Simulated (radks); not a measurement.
Fractional charge and spin in the 5s shell of xenon: the spin-up occupation runs from 0 to 1 and the spin-down occupation from 0 to 1; the fullest corner is Xe+, [Kr] 4d10 5p(up 2.5, down 2.5) 5s(up 1, down 1). Method: scalar-relativistic Kohn-Sham, PBEsol, spin-polarised, spherical densities, point nucleus; computed with a radial shooting solver on a logarithmic mesh with Libxc functionals. Energy (eV) minus the two flat planes that join the four corners (they meet along the diagonal where the two added fractions sum to one electron); zero is where a piecewise linear energy would lie.

| down \ up | 0 | 0.25 | 0.5 | 0.75 | 1 |
|---|---|---|---|---|---|
| 0 | 0.000 | -1.058 | -1.405 | -1.050 | 0.000 |
| 0.25 | -1.058 | -1.346 | -0.936 | 0.167 | -0.990 |
| 0.5 | -1.405 | -0.936 | 0.223 | -0.881 | -1.314 |
| 0.75 | -1.050 | 0.167 | -0.881 | -1.261 | -0.980 |
| 1 | 0.000 | -0.990 | -1.314 | -0.980 | 0.000 |

Corners above the fullest one (they belong to Xe2+ and the next ion): (up 1, down 0) 34.323 eV, (up 0, down 1) 34.323 eV, (up 0, down 0) 80.422 eV. With half an added electron in each spin the energy lies 0.223 eV from the planes, and with half an added electron in spin up alone -1.405 eV. The planes are only a guide here: the flat-plane condition holds for ground states with one frontier orbital, while this shell lies below other occupied shells, so the corners above the fullest one are inner-hole states and not the ground states of those ions.
